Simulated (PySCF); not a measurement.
# Bonding in `CC(C)S[C@H](C)C(C)C`

Compound: C8H18S.
Atom-mapped SMILES: `[CH3:1][CH:2]([CH3:3])[S:4][C@H:5]([CH3:6])[CH:7]([CH3:8])[CH3:9]` (hydrogens: H10, H11, H12 on C1; H13 on C2; H14, H15, H16 on C3; H17 on C5; H18, H19, H20 on C6; H21 on C7; H22, H23, H24 on C8; H25, H26, H27 on C9)

Structure used (GFN2-xTB), in Å, numbered top down from 1:
```xyz
27
C8H18S angstrom
C      3.314    0.342    0.424
C      2.034   -0.399    0.073
C      1.879   -1.674    0.885
S      0.616    0.734    0.386
C     -0.631    0.038   -0.780
C     -0.489    0.714   -2.135
C     -2.041    0.147   -0.184
C     -2.409    1.585    0.175
C     -2.166   -0.751    1.044
H      3.308    0.618    1.476
H      3.407    1.249   -0.168
H      4.178   -0.293    0.234
H      2.015   -0.621   -0.998
H      0.946   -2.181    0.644
H      1.877   -1.440    1.947
H      2.703   -2.354    0.677
H     -0.381   -1.022   -0.875
H      0.510    0.550   -2.537
H     -1.213    0.308   -2.840
H     -0.644    1.786   -2.047
H     -2.739   -0.213   -0.951
H     -2.438    2.217   -0.709
H     -3.388    1.612    0.645
H     -1.677    1.991    0.870
H     -3.171   -0.698    1.455
H     -1.463   -0.433    1.810
H     -1.956   -1.788    0.788
```

Bond orders from the PBE0/pcSseg-1 density (PySCF). One conformer (not necessarily the lowest) at the GFN2-xTB geometry, without solvent, vibrations or thermal averaging.

Question: Where do the orders between heavy atoms depart from those drawn in the SMILES?

Answer: The largest departure is 0.038, at C7–C9 (drawn single, 1.038).

Question: Give the Mayer order of every bond between heavy atoms, beside its length.

Answer: 
| bond | drawn as | length (Å) | Mayer order |
| --- | --- | --- | --- |
| C1–C2 | single | 1.520 | 1.027 |
| C2–C3 | single | 1.520 | 1.002 |
| C2–S4 | single | 1.841 | 0.986 |
| S4–C5 | single | 1.843 | 0.980 |
| C5–C6 | single | 1.521 | 1.016 |
| C5–C7 | single | 1.534 | 0.991 |
| C7–C8 | single | 1.526 | 1.020 |
| C7–C9 | single | 1.527 | 1.038 |

Bonds between the same two heavy elements. C–C: lowest C5–C7 (0.991, 1.534 Å), highest C7–C9 (1.038, 1.527 Å); in 2 of the 15 pairs the longer bond (by over 0.003 Å) has the higher order (by 0.02 or more). C–S: all 2 within 0.02 of one another (0.980 to 0.986).

Question: And the bonds to hydrogen?

Answer: C–H: 0.92 to 0.97 (18 bonds).

Question: Sum the orders of all bonds at each heavy atom with more than one neighbour and set the sums beside the valence in the SMILES.

Answer: C1 3.911 (drawn 4), C2 3.934 (drawn 4), C3 3.882 (drawn 4), S4 1.966 (drawn 2), C5 3.908 (drawn 4), C6 3.889 (drawn 4), C7 3.988 (drawn 4), C8 3.904 (drawn 4), C9 3.920 (drawn 4). Orders between atoms that aren't bonded are not in these sums.

For a closed shell the Mayer order of atoms A and B is Σ (PS)μν (PS)νμ over the basis functions μ on A and ν on B, with P the density and S the overlap matrix.
